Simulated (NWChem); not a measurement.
Program: NWChem. System: F₃In, charge 0, spin multiplicity 1, at a geometry optimised with PBE0/def2-SVP with def2 effective core potentials on In. The structure started from a generated list of species. Level: G0W0@PBE0/def2-TZVP with def2 effective core potentials on In, RI basis def2-tzvp-rifit, no spin-orbit coupling.

Input file:

```
start mol
memory heap 200 mb stack 700 mb global 1700 mb
geometry units angstroms nocenter noautoz
  In     0.000000     0.000000     0.000047
  F      0.000000     0.000000     1.935126
  F     -1.675728     0.000000    -0.967691
  F      1.675728     0.000000    -0.967691
  symmetry group C2v
end
basis spherical
  * library def2-tzvp
end
ecp
  In library def2-ecp
end
basis "ri basis" bse spherical
  * library def2-tzvp-rifit
end
dft
  xc pbe0
  iterations 100
  direct
  tolerances tight
end
task dft energy
gw
  states alpha occ 4 vir 2
end
task dft gw
```

Output (cleaned and shortened):

```
             Northwest Computational Chemistry Package (NWChem) 7.3.0
             --------------------------------------------------------

                                NWChem Input Module
                                -------------------

 Scaling coordinates for geometry "geometry" by  1.889725989
 (inverse scale =  0.529177249)

 Turning off AUTOSYM since
 SYMMETRY directive was detected!

                             Geometry "geometry" -> ""
                             -------------------------

 Output coordinates in angstroms (scale by  1.889725989 to convert to a.u.)

  No.       Tag          Charge          X              Y              Z
 ---- ---------------- ---------- -------------- -------------- --------------
    1 In                  49.0000     0.00000000     0.00000000     0.00004700
    2 F                    9.0000     0.00000000     0.00000000     1.93512600
    3 F                    9.0000    -1.67572800     0.00000000    -0.96769100
    4 F                    9.0000     1.67572800     0.00000000    -0.96769100

 Effective nuclear repulsion energy (a.u.)     400.1591340937

            Nuclear Dipole moment (a.u.)
            ----------------------------
        X                 Y               Z
 ---------------- ---------------- ----------------
     0.0000000000     0.0000000000    -0.0000018897

      Symmetry information
      --------------------

 Group name             C2v
 Group number             16
 Group order               4
 No. of unique centers     3

      Symmetry unique atoms

     1    2    3


 Summary of "ao basis" -> "" (spherical)
 ------------------------------------------------------------------------------
       Tag                 Description            Shells   Functions and Types
 ---------------- ------------------------------  ------  ---------------------
 *                         def2-tzvp                  on all atoms

 Summary of "ri basis" -> "" (spherical)
 ------------------------------------------------------------------------------
       Tag                 Description            Shells   Functions and Types
 ---------------- ------------------------------  ------  ---------------------
 *                      def2-tzvp-rifit               on all atoms

                                 NWChem DFT Module
                                 -----------------

 Summary of "ao basis" -> "ao basis" (spherical)
 ------------------------------------------------------------------------------
       Tag                 Description            Shells   Functions and Types
 ---------------- ------------------------------  ------  ---------------------
 In                        def2-tzvp                16       50   6s5p3d2f
 F                         def2-tzvp                11       31   5s3p2d1f

 Summary of "ao basis" -> "ao basis" (spherical)
 ------------------------------------------------------------------------------
       Tag                 Description            Shells   Functions and Types
 ---------------- ------------------------------  ------  ---------------------
 In                        def2-tzvp                16       50   6s5p3d2f
 F                         def2-tzvp                11       31   5s3p2d1f

      Symmetry analysis of basis
      --------------------------

        a1         56
        a2         18
        b1         40
        b2         29

            General Information
            -------------------
          SCF calculation type: DFT
[...]
  ----- ------------  ---------------      ----- ------------  ---------------
    56      0.339300  2 F  px                59      0.280035  2 F  px
    87      0.248511  3 F  px               118      0.248511  4 F  px
    25      0.215756  1 In d  1              90      0.205301  3 F  px
   121      0.205301  4 F  px                62      0.194036  2 F  px
    93      0.131821  3 F  px               124      0.131821  4 F  px

 Vector   25  Occ=0.000000D+00  E=-1.308565D-01  Symmetry=a1
              MO Center=  1.3D-15,  1.5D-14,  1.7D-04, r^2= 3.3D+00
   Bfn.  Coefficient  Atom+Function         Bfn.  Coefficient  Atom+Function
  ----- ------------  ---------------      ----- ------------  ---------------
     6      0.725925  1 In s                  5      0.589515  1 In s
     2      0.579265  1 In s                  1     -0.426570  1 In s
     3     -0.358570  1 In s                  4     -0.234654  1 In s
    58      0.177763  2 F  pz                87     -0.153910  3 F  px
   118      0.153910  4 F  px                61      0.150807  2 F  pz

 Vector   26  Occ=0.000000D+00  E=-5.744195D-02  Symmetry=b2
              MO Center= -7.3D-16, -1.4D-14,  8.4D-05, r^2= 4.4D+00
   Bfn.  Coefficient  Atom+Function         Bfn.  Coefficient  Atom+Function
  ----- ------------  ---------------      ----- ------------  ---------------
    17      0.548884  1 In py                14      0.367327  1 In py
    20      0.320678  1 In py                11     -0.313824  1 In py
    57     -0.111619  2 F  py                88     -0.111615  3 F  py
   119     -0.111615  4 F  py                63     -0.109874  2 F  py
    94     -0.109863  3 F  py               125     -0.109863  4 F  py

 Vector   27  Occ=0.000000D+00  E= 2.491163D-02  Symmetry=b1
              MO Center= -3.6D-11, -1.4D-16,  2.5D-01, r^2= 1.0D+01
   Bfn.  Coefficient  Atom+Function         Bfn.  Coefficient  Atom+Function
  ----- ------------  ---------------      ----- ------------  ---------------
    19      1.013076  1 In px                13      0.188006  1 In px
    10     -0.151386  1 In px                86      0.121250  3 F  s
   117     -0.121250  4 F  s                 35     -0.112600  1 In d  1
    62     -0.100248  2 F  px                56     -0.099223  2 F  px
    85      0.096199  3 F  s                116     -0.096199  4 F  s

 center of mass
 --------------
 x =   0.00000000 y =   0.00000000 z =   0.00000590

 moments of inertia (a.u.)
 ------------------
         381.120893596431           0.000000000000           0.000000000000
           0.000000000000         762.144380651749           0.000000000000
           0.000000000000           0.000000000000         381.023487055318

     Multipole analysis of the density
     ---------------------------------

     L   x y z        total         alpha         beta         nuclear
     -   - - -        -----         -----         ----         -------
     0   0 0 0      0.000000    -24.000000    -24.000000     48.000000

     1   1 0 0      0.000000      0.000000      0.000000      0.000000
     1   0 1 0     -0.000000     -0.000000     -0.000000      0.000000
     1   0 0 1      0.000482      0.001485      0.001485     -0.002489

     2   2 0 0    -33.108884   -106.804447   -106.804447    180.500010
     2   1 1 0      0.000000      0.000000      0.000000      0.000000
     2   1 0 1     -0.000000     -0.000000     -0.000000      0.000000
     2   0 2 0    -23.305688    -11.652844    -11.652844      0.000000
     2   0 1 1     -0.000000     -0.000000     -0.000000      0.000000
     2   0 0 2    -33.110620   -106.828387   -106.828387    180.546153

 Task  times  cpu:       18.6s     wall:       18.6s

                                NWChem Input Module
                                -------------------

                                 NWChem GW Module
                                 ----------------

                             ***********************
                             ***        GW       ***
                             ***********************

 Summary of "ri basis" -> "ri basis" (spherical)
 ------------------------------------------------------------------------------
       Tag                 Description            Shells   Functions and Types
 ---------------- ------------------------------  ------  ---------------------
 In                     def2-tzvp-rifit             38      184   9s8p8d6f4g3h
 F                      def2-tzvp-rifit             22       76   8s6p4d3f1g

                 Memory Information
                 ------------------
          Available GA per process is          1699.8 MBs
          Available stack per process is        700.0 MBs
          Available heap per process is           0.0 MBs

          Peak memory in Initialization
              Peak GA per process is                 13.1 MBs
              Peak stack per process is               0.2 MBs
              Peak heap per process is               13.7 MBs
              Memory not in MA per process            0.0 MBs

          Peak memory in AFF Calculation
              Peak GA per process is                 82.7 MBs
              Peak stack per process is              62.2 MBs
              Peak heap per process is                0.0 MBs
              Memory not in MA per process           62.2 MBs

          Computing 2-center integrals
          Computing Inverse Cholesky factor
          Computing 3-center integrals
          Computing V_xc ...

          Computing Sigma_x
          Computing RPA polarizability
          Solving quasiparticle equations

                  Alpha Orbitals
          State     Energy (eV)     Error (eV)
          -----------------------------------
@GW        21        -13.681           0.002
@GW        22        -13.681           0.002
@GW        23        -13.462           0.002
@GW        24        -13.462           0.002
@GW        25         -1.069           0.002
@GW        26          0.395           0.004

   Applying  -2.3109 eV scissor-shift to rest of particle states

   Applying   2.4920 eV scissor-shift to rest of hole states

     GW Timing Statistics
   ------------------------
   Init.   :          0.2s
     ERIs  :          2.8s
     Distr.:          0.0s
     Vxc   :          2.7s
   Sigma_x :          0.0s
   RPA     :          8.6s
   Wmn     :          0.1s
   Sigma_c :          0.1s
   GW total:         14.6s

 Task  times  cpu:       14.6s     wall:       14.6s

 Total times  cpu:       33.3s     wall:       33.3s
```
